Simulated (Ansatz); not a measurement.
The same hydrolysis along the group Sc, Y.

Program: Ansatz. Geometries: PBE0-D4/def2-TZVP. ΔE: electronic, gas phase. CBS: MP2 limit from def2 TZ/QZ plus the TZ coupled-cluster correction, frozen cores. This one scheme is used for every species. Functionals use def2-TZVPP. Elements past krypton have def2 core potentials. For Sc, Y outer-core shells are correlated without core-valence functions, which leaves a few kJ/mol of doubt a bond. Scalar relativity is left out up to krypton. One conformer a species, not always the lowest.

```tsv
reaction	ωB97M-V (kcal/mol)	revPBE-D4 (kcal/mol)
`[OH][Sc]([F])[Cl]` + H₂O → `[OH][Sc]([OH])[F]` + HCl	11.4	11.5
`[OH][Y]([F])[Cl]` + H₂O → `[OH][Y]([OH])[F]` + HCl	14.6	14.1
```

Problem. Give the CCSD(T)/CBS values in the same order. (Best estimate.)

Solution. The calculation gave: 11.4, 15.1 kcal/mol.

Largest T1 diagnostic: 0.016, for `[OH][Sc]([OH])[F]`.
